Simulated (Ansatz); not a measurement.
Two shapes of doublet H₉.

Shape 1:

```xyz
9

H     1.5000    0.0000    0.0000
H     1.1491    0.9642    0.0000
H     0.2605    1.4772    0.0000
H    -0.7500    1.2990    0.0000
H    -1.4095    0.5130    0.0000
H    -1.4095   -0.5130    0.0000
H    -0.7500   -1.2990    0.0000
H     0.2605   -1.4772    0.0000
H     1.1491   -0.9642    0.0000
```

Shape 2:

```xyz
9

H     1.4964    0.0032    0.0088
H     1.1428    0.9679   -0.0069
H     0.2640    1.4855    0.0043
H    -0.7460    1.3023   -0.0086
H    -1.4094    0.5031   -0.0011
H    -1.4044   -0.5058    0.0046
H    -0.7555   -1.2994   -0.0083
H     0.2530   -1.4810    0.0055
H     1.1565   -0.9631   -0.0066
```

Basis set: def2-SVP (spherical functions). All electrons are correlated. Charge 0, multiplicity 2.

Computed with Ansatz (development build ahead of 0.2.0); each method stands on the lowest determinant of its kind that the runs found.

(1) Which shape is lower in energy, and by how much in each method?

## Answers

(1)

```
             method  E(2) − E(1) (eV)
                UHF            -0.079
            UHF-MP2            -0.065
PBE0 (unrestricted)            -0.059
```

Shape 2 is lower. Caution: the determinant breaks the point group. Caution for UHF-MP2: bonds are stretched, where a single reference can fail.
